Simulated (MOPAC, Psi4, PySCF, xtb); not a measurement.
Two rigid molecules brought together: CH2O ··· H3O+ (SMILES C=O and [OH3+]) (charge +1), singlet. Monomers: optimised at B3LYP-D3(BJ) (def2-TZVP), held rigid. Orientation: lowest of the rigid-body minima from ten starts at GFN2-xTB. Only R, the distance of the centres of mass, is varied, so the lowest point isn't the relaxed dimer.

AM1, restricted, heats of formation (MOPAC); RKS-B3LYP/6-31G* = restricted B3LYP/6-31G*, spherical d, no counterpoise correction in PySCF; GFN1-xTB (xtb); SAPT0/jun-cc-pVDZ, frozen core (Psi4).

Interaction energies in kcal/mol; the last columns give the difference from SAPT0:

| R / Å | AM1 | RKS-B3LYP/6-31G* | GFN1-xTB | SAPT0/jun-cc-pVDZ | AM1 − SAPT0/jun-cc-pVDZ | RKS-B3LYP/6-31G* − SAPT0/jun-cc-pVDZ | GFN1-xTB − SAPT0/jun-cc-pVDZ |
|---|---|---|---|---|---|---|---|
| 2.82 | -13.14 | -30.21 | -27.87 | -32.37 | 19.23 | 2.15 | 4.50 |
| 2.99 | -15.62 | -31.74 | -28.70 | -32.35 | 16.74 | 0.61 | 3.65 |
| 3.19 | -17.23 | -29.85 | -26.34 | -29.46 | 12.23 | -0.40 | 3.12 |
| 3.41 | -16.89 | -26.00 | -22.79 | -25.45 | 8.56 | -0.56 | 2.66 |
| 3.68 | -14.41 | -20.97 | -18.67 | -20.89 | 6.48 | -0.09 | 2.22 |
| 4.03 | -11.25 | -15.54 | -14.23 | -16.20 | 4.95 | 0.66 | 1.97 |
| 4.47 | -8.52 | -10.71 | -10.21 | -12.16 | 3.64 | 1.45 | 1.95 |
| 5.22 | -5.91 | -6.32 | -6.65 | -8.14 | 2.23 | 1.82 | 1.50 |
| 6.20 | -4.04 | -4.06 | -4.54 | -5.40 | 1.36 | 1.34 | 0.86 |
| 7.51 | -2.66 | -2.63 | -3.03 | -3.50 | 0.84 | 0.87 | 0.47 |

AM1 is furthest from SAPT0/jun-cc-pVDZ at 2.82 (19.23 kcal/mol, above); its mean absolute difference over the points is 7.63 kcal/mol.

RKS-B3LYP/6-31G* is furthest from SAPT0/jun-cc-pVDZ at 2.82 (2.15 kcal/mol, above); its mean absolute difference over the points is 0.99 kcal/mol.

GFN1-xTB is furthest from SAPT0/jun-cc-pVDZ at 2.82 (4.50 kcal/mol, above); its mean absolute difference over the points is 2.29 kcal/mol.
